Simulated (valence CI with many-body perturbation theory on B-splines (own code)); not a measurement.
**Pb LXVIII: calculated level list**

Method: valence CI with perturbative core correlation (CI+MBPT): five valence electrons over a frozen Dirac-Fock core [Ne], a basis of 11 s, 11 p, 10 d, 8 f, 5 g, 2 h functions for each j, with the one-electron correlation potential Σ1 (screened to all orders), the two-electron term Σ2, the three-electron term Σ3, Breit, model QED; selected single and double excitations, second order for the rest, scaled by the run's own slope (own B-spline code, finite nucleus).

The last digits are not significant, and no measured levels were compared; by estimate large intervals hold to a few tenths of a per cent, small ones and those within an open d or f shell to about a per cent. Among the levels kept, up to 3300 cm⁻¹ of a level comes from second order outside the variational space, and about a tenth of that is noise between levels of different J, which matters for small intervals.

Levels 136 to 169 of 169, with energies above the lowest level, (3s^2 3p1/2^2 3p3/2) J=3/2. "Leading %" is the weight of the configuration and term that name the level; weights of strongly mixed levels are sums over their largest components and can fall short, so below about 35 % the name and the second component can differ from the true leading terms, or belong to a minority configuration. In the jj column 3d3/2^4 stands for four electrons in 3d with j = 3/2.

| No. | Configuration | Term | J | E (eV) | Leading % | Leading jj | Second component |
| --- | --- | --- | --- | --- | --- | --- | --- |
| 136 | 3p4 3d | 4D | 3/2 | 1834.1 | 14 | 3s 3p1/2 3p3/2 3d3/2^2 (58 %) | 11 % 3s 3p2 3d2 6F |
| 137 | 3s2 3p 3d2 | 4G° | 9/2 | 1834.7 | 48 | 3s^2 3p3/2 3d3/2 3d5/2 (76 %) | 16 % 3s2 3p 3d2 2G° |
| 138 | 3s2 3p 3d2 | 2H° | 11/2 | 1840.8 | 65 | 3s^2 3p3/2 3d3/2 3d5/2 (95 %) | 32 % 3s2 3p 3d2 4G° |
| 139 | 3s2 3p 3d2 | 4F° | 7/2 | 1842.6 | 29 | 3s^2 3p3/2 3d3/2 3d5/2 (73 %) | 17 % 3s2 3p 3d2 4D° |
| 140 | 3s 3p2 3d2 | 6F | 1/2 | 1848.1 | 43 | 3s 3p1/2 3p3/2 3d3/2^2 (82 %) | 25 % 3s 3p2 3d2 4D |
| 141 | 3s2 3p 3d2 | 4D° | 5/2 | 1850.1 | 41 | 3s^2 3p3/2 3d3/2 3d5/2 (85 %) | 30 % 3s2 3p 3d2 4P° |
| 142 | 3s 3p2 3d2 | 6G | 5/2 | 1850.3 | 18 | 3s 3p1/2 3p3/2 3d3/2^2 (71 %) | 10 % 3p4 3d 4D |
| 143 | 3s2 3p 3d2 | 2G° | 7/2 | 1851.3 | 38 | 3s^2 3p3/2 3d3/2 3d5/2 (93 %) | 20 % 3s2 3p 3d2 4D° |
| 144 | 3s2 3p 3d2 | 2F° | 5/2 | 1851.6 | 22 | 3s^2 3p3/2 3d3/2 3d5/2 (81 %) | 15 % 3s2 3p 3d2 4P° |
| 145 | 3s2 3p 3d2 | 4D° | 3/2 | 1852.8 | 33 | 3s^2 3p3/2 3d3/2 3d5/2 (77 %) | 23 % 3s2 3p 3d2 2D° |
| 146 | 3s2 3p 3d2 | 2S° | 1/2 | 1858.6 | 28 | 3s^2 3p3/2 3d3/2 3d5/2 (69 %) | 19 % 3s2 3p 3d2 4P° |
| 147 | 3p4 3d | 2F | 7/2 | 1865.3 | 18 | 3p1/2^2 3p3/2^2 3d3/2 (52 %) | 16 % 3p4 3d 2G |
| 148 | 3s 3p2 3d2 | 6F | 3/2 | 1866.5 | 19 | 3s 3p1/2 3p3/2 3d3/2^2 (58 %) | 12 % 3s 3p2 3d2 6G |
| 149 | 3s 3p2 3d2 | 4G | 7/2 | 1869.5 | 19 | 3s 3p1/2 3p3/2 3d3/2^2 (69 %) | 15 % 3s 3p2 3d2 6G |
| 150 | 3p4 3d | 4P | 1/2 | 1869.8 | 32 | 3p1/2^2 3p3/2^2 3d3/2 (63 %) | 15 % 3s 3p2 3d2 6F |
| 151 | 3s2 3p 3d2 | 2G° | 7/2 | 1871.4 | 35 | 3s^2 3p3/2 3d3/2 3d5/2 (84 %) | 15 % 3s2 3p 3d2 4F° |
| 152 | 3p4 3d | 4D | 5/2 | 1873.5 | 21 | 3p1/2^2 3p3/2^2 3d3/2 (58 %) | 13 % 3p4 3d 2F |
| 153 | 3s2 3p 3d2 | 2G° | 9/2 | 1877.6 | 68 | 3s^2 3p3/2 3d3/2 3d5/2 (90 %) | 16 % 3s2 3p 3d2 2H° |
| 154 | 3s2 3p 3d2 | 2D° | 5/2 | 1878.2 | 33 | 3s^2 3p3/2 3d3/2 3d5/2 (77 %) | 26 % 3s2 3p 3d2 4D° |
| 155 | 3s 3p2 3d2 | 2G | 9/2 | 1882.8 | 25 | 3s 3p1/2 3p3/2 3d3/2^2 (96 %) | 17 % 3s 3p2 3d2 4H |
| 156 | 3s2 3p 3d2 | 2D° | 3/2 | 1883.0 | 50 | 3s^2 3p3/2 3d3/2 3d5/2 (88 %) | 13 % 3s2 3p 3d2 2P° |
| 157 | 3s2 3p 3d2 | 4S° | 3/2 | 1886.2 | 29 | 3s^2 3p3/2 3d3/2 3d5/2 (74 %) | 11 % 3s2 3p 3d2 2P° |
| 158 | 3p4 3d | 2D | 3/2 | 1886.8 | 41 | 3p1/2^2 3p3/2^2 3d3/2 (66 %) | 13 % 3p4 3d 4F |
| 159 | 3s2 3p 3d2 | 2F° | 5/2 | 1891.9 | 64 | 3s^2 3p3/2 3d3/2 3d5/2 (88 %) | 17 % 3s2 3p 3d2 2D° |
| 160 | 3s2 3p 3d2 | 2P° | 1/2 | 1892.9 | 72 | 3s^2 3p3/2 3d3/2 3d5/2 (93 %) | 17 % 3s2 3p 3d2 4D° |
| 161 | 3s 3p2 3d2 | 4F | 3/2 | 1908.0 | 23 | 3s 3p1/2 3p3/2 3d3/2^2 (87 %) | 17 % 3s 3p2 3d2 2D |
| 162 | 3s 3p2 3d2 | 4G | 5/2 | 1911.3 | 25 | 3s 3p1/2 3p3/2 3d3/2^2 (96 %) | 17 % 3s 3p2 3d2 2F |
| 163 | 3s 3p2 3d2 | 4P | 3/2 | 1911.8 | 11 | 3s 3p1/2 3p3/2 3d3/2^2 (72 %) | 9 % 3s 3p2 3d2 6P |
| 164 | 3s 3p2 3d2 | 4H | 7/2 | 1917.7 | 28 | 3s 3p1/2 3p3/2 3d3/2^2 (95 %) | 28 % 3s 3p2 3d2 2G |
| 165 | 3s 3p2 3d2 | 4G | 5/2 | 1918.3 | 25 | 3s 3p1/2 3p3/2 3d3/2^2 (94 %) | 14 % 3s 3p2 3d2 6D |
| 166 | 3s 3p2 3d2 | 4D | 3/2 | 1919.4 | 25 | 3s 3p1/2 3p3/2 3d3/2^2 (93 %) | 19 % 3s 3p2 3d2 6D |
| 167 | 3s 3p2 3d2 | 4P | 1/2 | 1923.9 | 34 | 3s 3p1/2 3p3/2 3d3/2^2 (87 %) | 27 % 3s 3p2 3d2 6D |
| 168 | 3s 3p2 3d2 | 4F | 7/2 | 1926.2 | 19 | 3s 3p1/2 3p3/2 3d3/2^2 (80 %) | 11 % 3s 3p2 3d2 4D |
| 169 | 3s 3p2 3d2 | 4P | 5/2 | 1928.0 | 23 | 3s 3p1/2 3p3/2 3d3/2^2 (94 %) | 16 % 3s 3p2 3d2 2D |

Where two levels of one J and parity lie close, their mixing, g and order are uncertain.
